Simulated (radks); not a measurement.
Values are calculated unless marked as measured or tabulated.
Ca IV, configuration [Ne] 3s2 3p5. Code: a radial shooting solver on a logarithmic mesh with Libxc functionals. Model: scalar-relativistic Kohn-Sham, LDA (Slater exchange, VWN5 correlation), spin-unpolarised, spherical densities, point nucleus.

Radial electron density D(r) = 4 pi r^2 rho(r):

```
   r/bohr * D(r) (the largest magnitude, 24.3, reaches the edge; | marks zero)
 0.006225 |    *
 0.007075 |     *
 0.008042 |      *
  0.00914 |        *
  0.01047 |          *
   0.0119 |             *
  0.01353 |                *
  0.01537 |                   *
  0.01761 |                       *
  0.02002 |                           *
  0.02275 |                               *
  0.02586 |                                    *
  0.02963 |                                        *
  0.03367 |                                            *
  0.03827 |                                                *
  0.04349 |                                                  *
  0.04943 |                                                    *
  0.05664 |                                                    *
  0.06437 |                                                  *
  0.07316 |                                                *
  0.08315 |                                             *
  0.09526 |                                         *
   0.1083 |                                      *
   0.1231 |                                      *
   0.1399 |                                       *
   0.1602 |                                          *
   0.1821 |                                              *
    0.207 |                                                   *
   0.2352 |                                                      *
   0.2695 |                                                      *
   0.3063 |                                                   *
   0.3482 |                                            *
   0.3957 |                                   *
   0.4533 |                          *
   0.5152 |                  *
   0.5856 |              *
   0.6656 |            *
   0.7564 |             *
   0.8667 |               *
    0.985 |               *
    1.119 |              *
    1.272 |            *
    1.458 |        *
    1.657 |     *
    1.883 |   *
     2.14 | *
    2.452 |*
    2.787 *
    3.167 *
      3.6 *
    4.124 *
    4.687 *
```

D(r) has 3 maxima, at r = 0.0527, 0.255, 0.977 bohr, and minima at 0.123, 0.671 bohr, inside which lie 2.15, 10.38 electrons.
